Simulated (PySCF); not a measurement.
# Basis and Hamiltonian dependence of the excitation energy of P²⁺

P²⁺ [Ne] 3s2 3p1 (2P) → P²⁺ [Ne] 3s1 3p1 4s1 (4P). All values are computed (PySCF 2.14, energy differences of UHF-based or UKS calculations, no spin-orbit coupling). Values in eV.

| basis | Hamiltonian | functions | UHF | LDA | PBE0 | MP2 (valence) | CCSD(T) (valence) |
| --- | --- | --- | --- | --- | --- | --- | --- |
| ANO-RCC-VTZP | spin-free X2C | 34 | 21.550 | 22.757 | 22.654 | 22.502 | 22.913 |
| dyall-av2z | non-relativistic | 50 | 21.289 | 22.574 | 22.470 | 22.143 | 22.310 |
| aug-cc-pV(T+d)Z with one added diffuse shell each of s, p, d, f type | non-relativistic | 71 | 21.276 | 22.536 | 22.431 | 22.270 | 22.672 |
| dyall-av3z | non-relativistic | 84 | 21.216 | 22.484 | 22.361 | 22.220 | 22.650 |

Frozen in the all-electron rows: valence: [Ne].

At CCSD(T) (valence), dyall-av2z lies more than 0.3 eV from the median of the rows with comparable relativity.
